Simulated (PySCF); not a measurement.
## Where the electron goes

Compound: Si(CF3)H3, CH₃F₃Si.
Z-matrix (Å and degrees, PBE0-D3(BJ)/def2-SVP geometry), rows numbered from 1:
```
Si
C   1  1.9331
F   2  1.3410  1  111.30
F   2  1.3406  1  111.80  3  -119.91
F   2  1.3409  1  111.78  3   119.91
H   1  1.4880  2  107.84  3  -178.65
H   1  1.4882  2  107.61  3    61.28
H   1  1.4882  2  107.57  3   -58.58
```

Theory: PySCF 2.14.0, density-fitted response routines, TDDFT wB97X-D/def2-SVPD, vertical, gas phase, core orbitals frozen in the response.

Frontier orbitals with the atoms that hold most of them (Löwdin shares over 4%, at most four atoms; ? is withheld):

```tsv
orbital	ε (eV)	atoms
HOMO-3	-13.95	F5 33%, F4 33%, F3 33%
HOMO-2	-12.44	Si1 42%, H6 32%, H8 12%, H7 8%
HOMO-1	-12.44	Si1 42%, H7 27%, H8 23%
HOMO	?	?
LUMO	1.80	Si1 44%, H6 12%, H7 12%, H8 12%
LUMO+1	1.96	Si1 60%, H7 10%, H8 10%, H6 10%
LUMO+2	2.46	Si1 45%, H6 11%, H8 11%, H7 11%
```

Q: Which atoms hold the HOMO, and with what shares?

A: C2 (bonded to 3 F and Si) 24%; Si1 (bonded to C and 3 H) 23%; F3 (bonded to C) 15%; F4 (bonded to C) 15%. By element: fluorine 29% or more, carbon 24%, silicon 23%.

Q: What is the HOMO energy, and the HOMO–LUMO gap?

A: ε(HOMO) = -11.66 eV; the gap is 13.47 eV (0.4949 hartree).

Within 0.005 eV of a neighbour in this list lie HOMO-2/HOMO-1 (point group found: C3v); within a degenerate set the shares of single atoms can hang on how the components are chosen.

Q: How does S1 compare with the orbital gap of 13.47 eV?

A: S1 is at 9.06 eV (f = 0.0008), 4.41 eV below the gap, made of HOMO-2/HOMO-1→LUMO (≥66%), HOMO→LUMO+2 (27%). S1/S2 lie within about 0.01 eV of each other. Its leading pair isn't HOMO and LUMO; the energies of that pair differ by 14.24 eV. 

Q: One configuration dominates each of S3 and S7. Which, and how do the shares of the two leading atoms of either orbital change from the occupied to the empty one?

A: 
- S3 (9.14 eV, f 0.050), HOMO→LUMO (92%): C2 24% → at most 13%, Si1 23% → 44%, H6 at most 15% → 12%
- S7 (9.78 eV, f 0.223), HOMO→LUMO+1 (88%): C2 24% → at most 11%, Si1 23% → 60%, H7 at most 15% → 10%

Orbitals of the list HOMO-3 to LUMO+2 that lie within 0.01 eV of each other are written together with a slash and their weights summed (≥ marks a lower bound); for degenerate orbitals outside that list single weights are arbitrary.

Löwdin shares depend on the basis, the more so with diffuse functions.

The run took 11 s on an x86-64 server with one thread, no GPU (shared host).
